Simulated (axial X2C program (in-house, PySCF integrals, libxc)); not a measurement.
# Low determinants of BiBr at the PBE0 level, with spin–orbit coupling

Calculated with an axial X2C code built on PySCF integrals. Two-component (2c) means X2C with spin–orbit coupling and atomic mean-field two-electron Coulomb and Gaunt terms. Basis: Bi dyall-cv3z [12s14p10d6f1g], Br dyall-cv3z [8s9p6d4f1g] (cores contracted in-house); Gaussian nuclei, density fitting, unrestricted open shells. Masses: Bi 208.980 u, Br 78.918 u.

Search at 2.650 Å (vertical energies from the lowest determinant):

| ΔE (eV) | state | electrons beyond evenly filled partner blocks | electrons in ±ω = 1/2, 3/2, 5/2, 7/2 |
| --- | --- | --- | --- |
| 0.00 | Ω = 0 | none | 70 34 12 2 |
| 0.64 | Ω = 1 | ω = -1/2, ω = 3/2 | 69 35 12 2 |
| 1.30 | Ω = 2 | ω = 1/2, ω = 3/2 | 69 35 12 2 |
| 2.62 | Ω = 1 | 2 × ω = 1/2 | 70 34 12 2 |
| 2.71 | Ω = 0 | none | 68 36 12 2 |
| 3.64 | Ω = 3 | 2 × ω = 3/2 | 70 34 12 2 |
| 4.69 | Ω = 2 | ω = 1/2, ω = 3/2 | 71 33 12 2 |

Lowest determinant, Ω = 0 (closed shell): Re = 2.630 Å, ωe = 204.1 cm⁻¹.

The determinant in row 2 of the search, Ω = 1 (⟨Sz⟩ = 0.93, ⟨Lz⟩ = 0.07 at PBE0), was followed along the bond at PBE0; measured from the minimum of the lowest determinant it gives:

Te = 0.631 eV (5087 cm⁻¹), Re = 2.596 Å, ωe = 215.9 cm⁻¹.

Compare the bond of the determinant in row 2 with that of the lowest one.

At PBE0 its Re is 0.034 Å shorter and its force constant, which goes as ωe², is 1.12 times that of the lowest determinant. T0 ≈ Te + Δωe/2 = 5087 + (6) = 5093 cm⁻¹.

The search compares states at one distance, so a state with another bond length can lie lower; it is not exhaustive and yields mostly the lowest determinant of each block pattern, so other components and higher states of one pattern are missing. These are energies of single determinants, not of spin-adapted states; PBE0 term energies can be off by some tenths of an eV, and the functional has no current term. Open-shell Ω = 0 determinants with evenly filled partner blocks cannot be reached by this program, so the Ω shown need not be the lowest component. The lowest determinant need not be the ground state where others lie within half an eV. A closed-shell Ω = 0 row of a π² shell mixes the 0⁺ component of the triplet with ¹Σ⁺ and matches no level; 0⁺ can lie lowest.
